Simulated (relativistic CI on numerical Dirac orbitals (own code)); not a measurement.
Calculated at this level of theory: Dirac-Coulomb-Breit CI, KLI orbitals optimised for each configuration, a model potential for QED, unscaled Slater integrals (own radial code, finite nucleus).

The strongest absorption lines from the ground level of an ion, among the configurations computed and to levels below about 2700 eV (vacuum wavelength in Å, gf): 5.8984 (0.45), 6.4826 (1.1), 6.8022 (0.049), 7.1678 (6.5), 7.3907 (1.4), 7.6462 (0.37), 8.9682 (0.29), 9.1108 (0.14).

**Question.** Which ion is it?
A. Tb37+
B. W46+
C. Er40+
D. Lu43+

**Answer.** C. Er40+ has 28 electrons and the ground level 3s²3p⁶3d¹⁰ ¹S0; the strongest line goes to 3s²3p⁶3d⁹4f ¹P°1. The pattern of lines fixes the number of electrons, and along that sequence the line energies rise steadily with the charge (about as its square where n changes within one kind of shell, about linearly where n is kept but much faster in heavy ions where fine structure, which grows about as Z⁴, sets the gap, and irregularly where shells cross), which fixes Z. Configurations outside the model, such as inner-shell arrays, can give stronger lines. At this charge energies of transitions that change n are usually good to better than 1 %, and those within a shell (Δn = 0) to a few per cent.

LS names give the leading component of a level, which can be under half, so a name can repeat, a term be missing and a line seem to break the LS rules.
